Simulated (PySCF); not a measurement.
**Ga: excitation energy**

Ga [Ar] 3d10 4s2 4p1 (2P) → Ga [Ar] 3d10 4s2 5s1 (2S), as a difference of total energies. Calculation: PySCF 2.14, in aug-cc-pVDZ-DK; the spin-free X2C one-electron Hamiltonian (Gaussian nucleus). Correlated levels: valence: [Ar] 3d10 frozen. The calculations carry no spin-orbit coupling.

```csv
method,excitation energy (eV)
UHF,2.933
LDA,3.042
PBE0,3.025
M06-2X,2.893
MN15,3.341
r2SCANh,3.227
BLYP,2.976
MP2 (valence),2.939
SCS-MP2 (valence),2.936
```

Task: Estimate what PBE gives.

Result: 2.963 eV, closest to BLYP among the rows shown.

Task: Estimate what r2SCAN gives.

Result: 3.227 eV, closest to r2SCANh among the rows shown.

Errors of the correlated levels include the incompleteness of this basis and the frozen core.

For comparison: 3.005 eV (measured; NIST levels, between the centres of gravity of the two terms).
